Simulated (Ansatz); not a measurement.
`N[Si](O)(F)Cl` → `N[Si]Cl` + `OF` at 700 K and 1 bar (silylene formation by 1,1-elimination).

Calculated with Ansatz (gas phase, PBE0-D4/def2-TZVP geometries, no zero-point term in ΔE). CBS: MP2 limit from def2 TZ/QZ plus the TZ coupled-cluster correction, frozen cores. This one scheme is used for every species. Each species was taken in one conformer, which may not be the lowest.

| species | CCSD(T)/CBS energy (Eh) | H − E (kJ/mol) | S (J/(mol·K)) |
| --- | --- | --- | --- |
| `N[Si](O)(F)Cl` | -980.55564 | 192.2 | 444.8 |
| `N[Si]Cl` | -804.81589 | 116.1 | 343.7 |
| `OF` | -175.42775 | 63.3 | 259.3 |

H − E and S are ideal-gas, rigid-rotor, harmonic terms from PBE0-D4/def2-TZVP, for one conformer and one mirror image of each species. 1 Eh = 2625.50 kJ/mol, R = 8.31446 J/(mol·K).

Question: By hand: ΔE, ΔH, ΔS and ΔG.

Answer: ΔE = (-804.81589) + (-175.42775) − (-980.55564) = 0.31200 Eh = 819.2 kJ/mol. Δ(H − E) = 116.1 + 63.3 − 192.2 = -12.8, so ΔH = 806.4 kJ/mol. ΔS = 343.7 + 259.3 − 444.8 = 158.2 J/(mol·K). ΔG = 806.4 − 700 × (158.2)/1000 = 695.7 kJ/mol.

Question: By hand: the equilibrium constant, and the temperature at which ΔG would vanish if ΔH and ΔS stayed fixed.

Answer: log₁₀ K = −ΔG/(RT ln 10) = -51.9. ΔG = 0 at ΔH/ΔS = 5097 K, far beyond where these terms or the molecules hold.

The number of gas molecules changes by +1, which sets the sign of ΔS. A doubt of 5 kJ/mol in ΔE shifts log₁₀ K by 0.4 here. Other conformers and mirror images would add mixing entropy, several J/(mol·K) or more a flexible species. These are equilibria of isolated gas molecules and say nothing of rates. Largest T1 diagnostic: 0.013 (customary marks: 0.02 for closed shells, 0.045 for open ones).
